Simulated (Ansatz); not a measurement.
BFH5Si2+: where a starting geometry ends

The starting geometry of this gas-phase singlet was optimised with GFN2-xTB.

```xyz
9

B     0.8214   -0.4157   -0.6374
F    -1.3906    0.9521    0.7228
Si   -0.5839   -0.6573   -1.8450
Si   -0.0592    0.1436    1.1735
H     0.7306    1.0848    1.9514
H     1.5082    0.4895   -0.9732
H    -1.7756   -0.7991   -2.7066
H     1.4449   -1.4048   -0.4605
H    -0.5913   -0.9780    1.9360
```

Problem. Predict what it relaxes into with B3LYP-D3(BJ)/def2-SVP.

Solution. A new bond forms, giving a structure with F2 bridging Si3 and Si4, H6 bridging B1 and Si3, given below by its coordinates. Distances that change by over a tenth: B1–H6 (1.18 → 1.33 Å), F2–Si4 (1.62 → 1.94 Å), Si3–H6 (2.54 → 1.79 Å). Contacts that close: F2–Si3 (3.14 → 1.78 Å).

The energy falls by 1.49 eV over 24 steps:

```csv
step,E − E(last) (eV)
1,1.486
4,1.102
6,0.822
9,0.332
11,0.232
14,0.157
16,0.095
19,0.003
21,0.000
24,0.000
```

Final geometry (Å):

```json
{"atom": "B", "x (Å)": "0.9359", "y (Å)": "-0.7734", "z (Å)": "-0.4203"}
{"atom": "F", "x (Å)": "-1.3807", "y (Å)": "0.3909", "z (Å)": "0.0540"}
{"atom": "Si", "x (Å)": "-0.7118", "y (Å)": "-0.5082", "z (Å)": "-1.3227"}
{"atom": "Si", "x (Å)": "0.0948", "y (Å)": "-0.0174", "z (Å)": "1.2412"}
{"atom": "H", "x (Å)": "0.3997", "y (Å)": "1.3463", "z (Å)": "1.7226"}
{"atom": "H", "x (Å)": "0.8882", "y (Å)": "0.2857", "z (Å)": "-1.2257"}
{"atom": "H", "x (Å)": "-1.4455", "y (Å)": "0.0596", "z (Å)": "-2.4802"}
{"atom": "H", "x (Å)": "1.8761", "y (Å)": "-1.4719", "z (Å)": "-0.6436"}
{"atom": "H", "x (Å)": "-0.5522", "y (Å)": "-0.8966", "z (Å)": "2.2358"}
```

Frequencies at the end are all real (lowest 209 cm⁻¹). Run with Ansatz 0.2.0, 56 s on 1 thread of Intel(R) Xeon(R) Platinum 8488C (Sapphire Rapids), on a shared host.
